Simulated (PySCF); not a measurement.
Excitation energy of Ru by level of theory

Ru [Kr] 4d7 5s1 (5F) → Ru [Kr] 4d8 (3F), as a difference of total energies. Calculation: PySCF 2.14, in aug-cc-pVDZ-PP with ECP28MDF; scalar relativity through the core potential. Correlated levels: valence: 4s2 4p6 frozen. The calculations carry no spin-orbit coupling.

| method | excitation energy (eV) |
| --- | --- |
| UHF | 2.280 |
| LDA | 1.134 |
| PBE | 1.198 |
| PBE0 | 1.318 |
| r2SCAN | 1.565 |
| B97-3 | 1.032 |
| BP86 | 1.189 |
| PW91 | 1.202 |
| BHandHLYP | 1.331 |
| MP2 (valence) | 1.292 |
| SCS-MP2 (valence) | 1.075 |

How much does correlation contribute at MP2 (valence)?

1.292 − (2.280) = -0.988 eV, measured against UHF.
